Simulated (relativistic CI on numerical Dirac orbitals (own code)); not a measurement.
# Slater and spin-orbit integrals, Eu XXVIII

Method of calculation: Dirac-Coulomb-Breit CI, orbitals from a KLI potential per configuration, model QED, unscaled Slater integrals (own radial code, finite nucleus).

Slater integrals F^k, G^k are unscaled and averaged over j, outside the closed core [Ar] 3d10; ζ comes from projecting the Hamiltonian with its Breit term on Σ l·s of the shell.

- 4s2.4p5.4d: ζ(4p) = 202850, F^2(4p,4d) = 189150, G^1(4p,4d) = 236250, G^3(4p,4d) = 151060, ζ(4d) = 24854 cm⁻¹; <r>(4p) = 0.5317, <r^2>(4p) = 0.3194, <r>(4d) = 0.539, <r^2>(4d) = 0.3317 (bohr units).
- 4s.4p6.4d: G^2(4s,4d) = 186440, ζ(4d) = 25015 cm⁻¹; <r>(4s) = 0.5172, <r^2>(4s) = 0.3004, <r>(4d) = 0.5392, <r^2>(4d) = 0.3319 (bohr units).
- 4s2.4p5.4f: ζ(4p) = 202280, F^2(4p,4f) = 191460, G^2(4p,4f) = 157280, G^4(4p,4f) = 114540, ζ(4f) = 3342.6 cm⁻¹; <r>(4p) = 0.532, <r^2>(4p) = 0.3198, <r>(4f) = 0.5183, <r^2>(4f) = 0.3047 (bohr units).

Averages of the first 10 configurations, taken without configuration mixing, which lowers the lowest level and can move excited configurations by several eV; other configurations of the list can lie among them:

```
Configuration  Parity  States  Average energy above the lowest level (eV)
      4s2.4p6    even       1                                         0.3
   4s2.4p5.4d     odd      60                                       135.1
    4s.4p6.4d    even      20                                       243.0
   4s2.4p5.4f    even      84                                       280.5
    4s.4p6.4f     odd      28                                       388.6
   4s2.4p5.5s     odd      12                                       413.1
    4p6.4d.4f     odd     140                                       633.2
   4s2.4p5.5p    even      36                                       456.8
      4p6.4d2    even      45                                       489.3
      4p5.4d3     odd     720                                       621.6
```
